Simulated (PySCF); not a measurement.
Mo(O)(NH)(F)(OH) (FH2MoNO2), SMILES [OH][Mo](=[O])([F])=[NH], multiplicity 1.

The structure is a stationary point at B3LYP-D3(BJ)/def2-SVP. The spin state was assumed, not searched. The structure was generated by enumeration; whether it is a known compound was not checked. The def2 effective core potentials stand for the cores of Mo; spin–orbit coupling is left out. The values are those of a single conformer.

All values below come from B3LYP-D3(BJ)/def2-SVP in PySCF.

Frequencies are harmonic and unscaled.

```tsv
mode	ν (cm⁻¹)	IR (km/mol)	moving atoms (share of kinetic energy)
1	188	2.1	F 44 %, O 37 %, Mo 11 %
2	236	8.6	F 40 %, O 22 %, Mo 16 %, N 15 %
3	256	5.1	N 38 %, H 23 %, O 18 %, Mo 12 %, F 9 %
4	257	1.5	O 71 %, H 10 %, Mo 9 %
5	298	51.4	O 48 %, H 30 %, N 14 %
6	362	65.5	H 72 %, O 16 %, N 8 %
7	524	155.6	H 68 %, N 27 %
8	617	205.2	H 83 %, O 9 %
9	664	59.1	H 42 %, O 26 %, F 20 %
10	700	123.8	F 55 %, O 25 %, Mo 12 %
11	774	111.7	H 36 %, O 36 %, Mo 18 %
12	1003	132.3	N 69 %, Mo 17 %
13	1046	119.9	O 78 %, Mo 13 %, N 8 %
14	3569	152.4	H 93 %
15	3846	217.0	H 94 %
```
